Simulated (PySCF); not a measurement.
Members of one series of related molecules.

All values: PBE0/pcSseg-1 (PySCF) at GFN2-xTB geometries, gas phase, one conformer each.

(1) Rank by HOMO–LUMO gap, lowest first.
A. `CC(=O)N[C@H]1CC[Si]1(N)N`
B. `N[Si]1([C@@H](C(OC)=O)CC1)N`
C. `CS[C@@H]1CC[Si]1(N)N`

(2) Rank by dipole moment, highest first.
A. `[NH2:1][Si:2]1([NH2:3])[CH2:4][CH2:5][C@@H:6]1[CH2:7][OH:8]` with H–N1–Si2–N3 -39° and 99°, N1–Si2–N3–H 172° and -48°, C5–C6–C7–O8 72°, C6–C7–O8–H -49°
B. `[CH3:1][O:2][C:3](=[O:4])[C@H:5]1[CH2:6][CH2:7][Si:8]1([NH2:9])[NH2:10]` with C1–O2–C3–O4 -1°, O2–C3–C5–C6 156°, C7–Si8–N9–H -85° and 54°, C7–Si8–N10–H 69° and -157°, C3–C5–C6–C7 123°, C5–C6–C7–Si8 -10°, C6–C7–Si8–N9 -97°, C3–C5–Si8–C7 -125°
C. `[CH3:1][S:2][C@@H:3]1[CH2:4][CH2:5][Si:6]1([NH2:7])[NH2:8]` with C1–S2–C3–C4 -73°, C5–Si6–N7–H -48° and 180°, C5–Si6–N8–H 41° and -96°
D. `[CH3:1][C:2](=[O:3])[NH:4][C@H:5]1[CH2:6][CH2:7][Si:8]1([NH2:9])[NH2:10]` with C1–C2–N4–C5 -179°, C2–N4–C5–C6 -135°, C7–Si8–N9–H 168° and 35°, C7–Si8–N10–H -151° and 81°, N4–C5–C6–C7 138°, C5–C6–C7–Si8 -19°, C6–C7–Si8–N9 -107°, N4–C5–Si8–C7 -135°

Results:

(1) C (6.99 eV), A (7.21 eV), B (7.73 eV).

(2) D (3.27 D), B (2.66 D), A (2.17 D), C (1.51 D).

All values together:

```csv
SMILES,formula,μ (D),HOMO (eV),LUMO (eV),lowest IAO charge (e),highest IAO charge (e),lowest Hirshfeld charge (e),highest Hirshfeld charge (e)
COC(=O)[C@H]1CC[Si]1(N)N,C5H12N2O2Si,2.66,-7.10,0.63,-0.852 (N),+1.265 (Si),-0.323 (N),+0.455 (Si)
CS[C@@H]1CC[Si]1(N)N,C4H12N2SSi,1.51,-5.98,1.01,-0.837 (N),+1.266 (Si),-0.317 (N),+0.441 (Si)
CC(=O)N[C@H]1CC[Si]1(N)N,C5H13N3OSi,3.27,-6.49,0.72,-0.840 (N),+1.254 (Si),-0.326 (N),+0.428 (Si)
N[Si]1(N)CC[C@@H]1CO,C4H12N2OSi,2.17,-6.77,0.90,-0.846 (N),+1.241 (Si),-0.320 (N),+0.446 (Si)
```

Conformers: `[CH3:1][O:2][C:3](=[O:4])[C@H:5]1[CH2:6][CH2:7][Si:8]1([NH2:9])[NH2:10]` with C1–O2–C3–O4 -1°, O2–C3–C5–C6 156°, C7–Si8–N9–H -85° and 54°, C7–Si8–N10–H 69° and -157°, C3–C5–C6–C7 123°, C5–C6–C7–Si8 -10°, C6–C7–Si8–N9 -97°, C3–C5–Si8–C7 -125°; `[CH3:1][S:2][C@@H:3]1[CH2:4][CH2:5][Si:6]1([NH2:7])[NH2:8]` with C1–S2–C3–C4 -73°, C5–Si6–N7–H -48° and 180°, C5–Si6–N8–H 41° and -96°; `[CH3:1][C:2](=[O:3])[NH:4][C@H:5]1[CH2:6][CH2:7][Si:8]1([NH2:9])[NH2:10]` with C1–C2–N4–C5 -179°, C2–N4–C5–C6 -135°, C7–Si8–N9–H 168° and 35°, C7–Si8–N10–H -151° and 81°, N4–C5–C6–C7 138°, C5–C6–C7–Si8 -19°, C6–C7–Si8–N9 -107°, N4–C5–Si8–C7 -135°; `[NH2:1][Si:2]1([NH2:3])[CH2:4][CH2:5][C@@H:6]1[CH2:7][OH:8]` with H–N1–Si2–N3 -39° and 99°, N1–Si2–N3–H 172° and -48°, C5–C6–C7–O8 72°, C6–C7–O8–H -49°.
